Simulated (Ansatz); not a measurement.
`C[Se][SnH2][Cl]` + H₂S → `[SH][SnH2][Cl]` + `C[SeH]`  (ligand exchange at the Sn–Se bond)

Calculated with Ansatz (gas phase, PBE0-D4/def2-TZVP geometries, no zero-point term in ΔE). CCSD(T)/CBS adds triple-zeta CCSD(T) − MP2 to the extrapolated MP2 energy (def2 sets, frozen cores). This one scheme is used for every species. DFT in def2-TZVPP. Elements past krypton have def2 core potentials. For Se, Sn outer-core shells are correlated without core-valence functions, which leaves a few kJ/mol of doubt a bond. Scalar relativity is left out up to krypton. Each species was taken in one conformer, which may not be the lowest.

```json
{"level": "ωB97X-V", "ΔE (eV)": "0.17"}
{"level": "HF/def2-TZVPP", "ΔE (eV)": "0.13"}
```

Problem. What does CCSD(T)/CBS give? (Best estimate.)

Solution. The calculation gave: +0.23 eV. The listed levels differ from it by -0.06, -0.10 eV.

Largest T1 diagnostic among the species: 0.012.

At CCSD(T), def2-SVP lies −0.04 eV from the extrapolated value and def2-TZVPP −0.05 eV. The D4 term adds +0.06 eV with B3LYP and +0.04 eV with PBE0; it sums over pairs of atoms, weighted by their polarisabilities, and B3LYP, whose exchange is more repulsive, gets the larger term. Leaving LDA and LC-ωPBE aside and taking each functional with its dispersion term where it has one, the values, not all of them listed here, spread over 0.10 eV, from B97M-V to BHLYP-D4.

B3LYP here is the variant with VWN-RPA as its local correlation; programs differ in this.
